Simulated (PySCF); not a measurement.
ClH₂Si, SMILES [SiH2]Cl, multiplicity 2. Atoms are numbered in the order given.

```xyz
4

Si    -1.0329     0.1014     0.0000
Cl     1.0317    -0.0164     0.0000
H     -1.5389    -0.5700    -1.2234
H     -1.5389    -0.5700     1.2234
```
Charge 0, spin multiplicity 2.

The structure is a stationary point at B3LYP-D3(BJ)/def2-TZVP. The isomer is the one that the SMILES or the coordinates give; other isomers of the formula were not compared.

Method: PBE0/pcH-1 run with PySCF.

Unrestricted Kohn–Sham, ⟨S²⟩ = 0.752. Hyperfine tensors hold the contact and dipolar terms, without spin-orbit corrections.

Computed hyperfine couplings:
```csv
nucleus,A(iso) (MHz),A(iso) (G),dipolar principal values (MHz)
29Si no. 1,-613.1,-218.8,"-160.0, 79.5, 80.5"
35Cl no. 2,13.8,4.9,"-20.9, -18.0, 38.9"
1H no. 3,71.7,25.6,"-8.3, 0.7, 7.6"
1H no. 4,71.7,25.6,"-8.3, 0.7, 7.6"
```

And the g tensor (effective nuclear charges for spin-orbit coupling, GIAO)? (An estimate is asked for; the answer gives what the named calculation found.)

principal values 2.0022, 2.0066, 2.0096; isotropic 2.0061.
